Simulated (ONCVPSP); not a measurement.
## Logarithmic derivatives: boron, ONCV

```json
{
 "Element": "boron (B)",
 "Generator": "ONCVPSP 4.0.1",
 "Type": "optimised norm-conserving Vanderbilt (ONCV)",
 "Functional": "PBE",
 "Relativity": "scalar-relativistic",
 "Frozen core": "[He]",
 "Valence charge": "3",
 "Reference configuration": "2s2 2p1",
 "Partial waves": "2s: rc 1.40 bohr, ncon 3, nbas 7, qcut 3.9 1/bohr, 2 projectors, debl 3.6 Ha; 2p: rc 3.40 bohr, ncon 4, nbas 8, qcut 4.5 1/bohr, 1 projector; d scattering state at 0.46 Ha: rc 3.35 bohr, ncon 4, nbas 7, qcut 3.3 1/bohr, 2 projectors, debl 1.9 Ha",
 "Local potential": "polynomial inside 1.10 bohr (lpopt 5, dvloc0 0 Ha)",
 "Core correction": "none"
}
```

The phase is arctan(r·R′/R) of the radial function R(r), unwrapped; energies in Ha, scanned from -2 to 5 Ha. A pole is an energy at which the radial function vanishes at the test radius. The pseudo phase is shifted by a multiple of π to meet the all-electron one at the reference energy, and phase errors are pseudo minus all-electron; the curves can meet again beyond the range given. Levels narrower than the energy grid can be missing from the lists of poles.

```json
{"channel": "s", "radius (bohr)": "1.42", "reference energy (Ha)": "-0.35", "poles, all-electron": "2.63", "poles, pseudo": "2.63", "unbroken range about the reference energy with phases within 0.05 rad": "the whole range", "phase error 1 Ha above the reference energy (rad)": "-0.000"}
{"channel": "p", "radius (bohr)": "3.46", "reference energy (Ha)": "-0.13", "poles, all-electron": "-0.03, 1.27, 3.43", "poles, pseudo": "-0.03, 1.46, 3.53", "unbroken range about the reference energy with phases within 0.05 rad": "below 0.2", "phase error 1 Ha above the reference energy (rad)": "+0.069"}
{"channel": "d", "radius (bohr)": "3.40", "reference energy (Ha)": "0.46", "poles, all-electron": "0.88, 2.72", "poles, pseudo": "0.89, 2.73", "unbroken range about the reference energy with phases within 0.05 rad": "below 1.5", "phase error 1 Ha above the reference energy (rad)": "+0.050"}
```

Phases in the p channel:

| E (Ha) | all-electron | pseudo |
| --- | --- | --- |
| -1.98 | 1.397 | 1.397 |
| -1.62 | 1.374 | 1.374 |
| -1.26 | 1.340 | 1.340 |
| -0.90 | 1.278 | 1.279 |
| -0.54 | 1.121 | 1.123 |
| -0.18 | -0.777 | -0.775 |
| 0.18 | -1.963 | -1.931 |
| 0.54 | -3.988 | -3.736 |
| 0.90 | -4.561 | -4.496 |
| 1.26 | -4.710 | -4.657 |
| 1.62 | -4.835 | -4.753 |
| 1.98 | -5.201 | -4.879 |
| 2.34 | -7.406 | -5.625 |
| 2.70 | -7.713 | -7.598 |
| 3.06 | -7.800 | -7.769 |
| 3.42 | -7.852 | -7.838 |
| 3.78 | -7.901 | -7.891 |
| 4.14 | -7.972 | -7.960 |
| 4.50 | -8.179 | -8.129 |
| 4.86 | -10.288 | -9.865 |
